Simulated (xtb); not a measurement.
In(Cl)2(vinyl) (C2H3Cl2In), SMILES C=[CH][In]([Cl])[Cl]. All values are semi-empirical tight-binding results from xtb (GFN2-xTB unless named), good for trends rather than for accurate numbers. Geometry optimised at GFN2-xTB. The structure was generated by enumeration; whether it is a known compound was not checked. The values are those of a single conformer.

For metal compounds this method's bond lengths and energies can be far off.

Estimate the properties. (The exact figures need the calculation; the answer reports its results.)


* **point group as xtb finds it**: Cs
* **orbital gap**: 3.25 eV
* **zero-point energy**: 25.7 kcal/mol
* **G − E(el) at 298.15 K (modified RRHO)**: 3.5 kcal/mol
